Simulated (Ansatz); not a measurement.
Geometry optimisation, Ansatz, RKS PBE0-D4/6-31G*.

Input file:

```yaml
crystal:
  periodic: [false, false, false]
  atoms:
    - { symbol: C, position_ang: [1.8162, -1.0423, 2.0124] }
    - { symbol: O, position_ang: [1.0385, -0.1666, 1.1037] }
    - { symbol: C, position_ang: [1.3435, -0.4313, -0.2787] }
    - { symbol: Si, position_ang: [0.5853, 0.6424, -1.5443] }
    - { symbol: Si, position_ang: [-1.7599, 0.2867, -1.3636] }
    - { symbol: C, position_ang: [-2.3493, 0.862, 0.3123] }
    - { symbol: H, position_ang: [2.8701, -0.8213, 1.903] }
    - { symbol: H, position_ang: [1.5746, -2.0335, 1.8089] }
    - { symbol: H, position_ang: [1.4719, -0.7304, 3.0639] }
    - { symbol: H, position_ang: [1.1525, -1.4833, -0.4533] }
    - { symbol: H, position_ang: [2.4465, -0.2933, -0.3688] }
    - { symbol: H, position_ang: [0.9861, 0.2492, -2.8882] }
    - { symbol: H, position_ang: [0.7967, 2.0986, -1.3676] }
    - { symbol: H, position_ang: [-2.0999, -1.1366, -1.5272] }
    - { symbol: H, position_ang: [-2.4773, 1.0375, -2.405] }
    - { symbol: H, position_ang: [-2.1236, 1.9391, 0.5034] }
    - { symbol: H, position_ang: [-3.4201, 0.7433, 0.4074] }
    - { symbol: H, position_ang: [-1.889, 0.2911, 1.1334] }
basis:
  gaussian: { orbitals: "6-31G*" }
hamiltonian:
  xc: pbe0
  dispersion: d4
relax:
  f_tol: 0.015
  max_steps: 40
```

Run as:

```bash
$ ansatz run input.yaml --threads 2 --pin off --max-ram 3072MiB --backend cpu --events-out ev --progress --plain --runs-dir out
```

Question: Where does it end, and by what steps?

Answer: The run converged. After 13 steps the energy has fallen by 0.566 eV; H9 moved furthest, 0.53 Å.

```csv
step,energy less start (eV),largest force component (eV/Å),accepted
0,0.0000,3.955,yes
1,-0.4517,1.586,yes
2,-0.5395,0.355,yes
3,-0.5521,0.214,yes
4,-0.5612,0.052,yes
5,-0.5544,0.173,no
6,-0.5634,0.021,yes
7,-0.5648,0.045,yes
8,-0.5652,0.019,yes
9,-0.5658,0.022,yes
10,-0.5649,0.078,no
11,-0.5662,0.020,yes
12,-0.5655,0.051,no
13,-0.5664,0.010,yes
```

```xyz
18
Properties=species:S:1:pos:R:3
C 1.549 -1.037 1.915
O 0.912 -0.283 0.917
C 1.530 -0.433 -0.346
Si 0.548 0.631 -1.586
Si -1.729 0.247 -1.223
C -2.291 0.964 0.427
H 2.598 -0.727 2.047
H 1.533 -2.113 1.680
H 1.007 -0.867 2.849
H 1.517 -1.491 -0.663
H 2.590 -0.127 -0.304
H 0.978 0.249 -2.966
H 0.894 2.071 -1.389
H -1.954 -1.232 -1.253
H -2.527 0.828 -2.348
H -2.195 2.055 0.430
H -3.336 0.711 0.636
H -1.662 0.566 1.229
```

The run took 83 s on 2 threads of Arm Neoverse V1, with other jobs on the host, peak memory 0.33 GiB.
